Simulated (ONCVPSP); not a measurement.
# Potentials for C compared

Generated with ld1.x 7.5 (TM, RRKJ, ultrasoft, PAW), atompaw 4.2 or ONCVPSP 4.0.1. The cutoff is in Ry: for ld1.x and atompaw files where the sum of valence levels is converged to 10 mRy in a Bessel basis, for ONCV files where the hardest occupied wave has 1 mHa per electron of residual kinetic energy. The error is the largest all-electron minus pseudo excitation energy over each file’s own four to seven test configurations (ionisations up to +4, promotions, holes and added fractions of an electron), all of which were solved. The labels leave out finer settings (local radius, basis sizes, second energies), which also bear on the numbers. Spin-polarised tests are not counted. The rows are a selection from randomly drawn settings: files with unsolved tests, undetermined cutoffs or missed reference levels are left out.

```tsv
potential	cutoff (Ry)	largest error (meV)	bound ghosts
ONCV, PBE, scalar-relativistic, rc 1.30/1.55/1.65 (spd), local smoothed, core correction yes, reference 2s2 2p1.5, qcut 6.4/8.4/5.2, projectors 2/1/1	43	+97	none
ONCV, PBEsol, scalar-relativistic, rc 1.20/3.00 (sp), local smoothed, core correction yes, reference 2s2 2p2, qcut 7.1/5.1, projectors 2/2	38	+2052	none
ONCV, PBEsol, fully relativistic, rc 1.20/1.70/1.75 (spd), local smoothed, core correction yes, reference 2s2 2p1, qcut 6.8/8.5/5.2, projectors 2/2/2	43	+170	none
ONCV, PBEsol, scalar-relativistic, rc 1.10/2.50 (sp), local smoothed, core correction no, reference 2s2 2p1.5, qcut 6.2/6.8, projectors 2/2	38	+337	none
```

Task: Fill in the row for C: ONCV, LDA (Perdew-Zunger), scalar-relativistic, rc 1.10/1.45/1.55 (spd), local smoothed, core correction yes, reference 2s2 2p2, qcut 7.3/5.3/5.5, projectors 1/1/3.

Result: cutoff 132 Ry, largest error +81 meV, bound ghosts: none.

Task: Fill in the row for C: ONCV, LDA (Perdew-Zunger), scalar-relativistic, rc 0.85/3.10/2.60 (spd), local smoothed, core correction yes, reference 2s2 2p2, qcut 7.4/3.5/4, projectors 2/1/3.

Result: cutoff 39 Ry, largest error +3755 meV, bound ghosts: none.

Task: Fill in the row for C: ONCV, LDA (Perdew-Zunger), scalar-relativistic, rc 0.85/2.85/2.15 (spd), local s, core correction no, reference 2s2 2p2, qcut 8.6/4.3/4, projectors 0/1/2.

Result: cutoff 39 Ry, largest error +2776 meV, bound ghosts: none.
